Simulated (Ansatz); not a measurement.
**Energy differences in PtO (charge +1)**

Computed with Ansatz's Gaussian-basis code (development build). Basis cc-pwCVTZ-PP on Pt, cc-pVTZ on O, scalar-relativistic core potentials (60 electrons on Pt), no spin–orbit coupling, 1 orbital frozen in the corrections; active space CAS(13,9). Restricted Hartree–Fock, then the lowest state-specific CASSCF solution met for each case. Coupled cluster stands on the determinant that it favours, not always the lowest RHF. On stretched bonds single-reference methods can fail or change state. Unlike active orbitals can shift such differences by tenths of an eV, at times by over 1 eV.

Case A, quartet: bond length 1.7270 Å.

Case B, doublet: the shape of A.

Energy less that of case A, in eV:

```
case  RHF/ROHF  CASSCF  CCSD(T)
   B    +0.859  +0.490   +0.839
```

Task: What does SC-NEVPT2 give for these differences?

Result: B: +0.702 eV (16.2 kcal/mol).

Task: Which case is lowest, and do the methods agree?

Result: A is lowest in SC-NEVPT2. Of the methods shown, RHF/ROHF, CASSCF, CCSD(T) agree.
